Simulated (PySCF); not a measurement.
TaOCl2, SMILES [O]=[Ta+]([Cl])[Cl], charge +1, multiplicity 1.

The structure is a stationary point at PBE0-D3(BJ)/def2-SVP. The spin state was assumed, not searched. The isomer is the one that the SMILES or the coordinates give; other isomers of the formula were not compared. The def2 effective core potentials stand for the cores of Ta; spin–orbit coupling is left out.

Method: r2SCAN/def2-TZVPD (PySCF).

Gas-phase values at a fixed geometry.

| Property | Value |
|---|---|
| total energy | -1052.50895 hartree |
| point group | Cs |
| highest occupied level | -13.88 eV |
| lowest empty level | -10.36 eV |
| orbital gap | 3.52 eV |
| dipole moment about the centre of nuclear charge | 4.23 D |
| mean static polarisability | 60.2 bohr³ (8.93 Å³) |
| polarisability, principal values | 42.6, 60.9, 77.3 bohr³ |
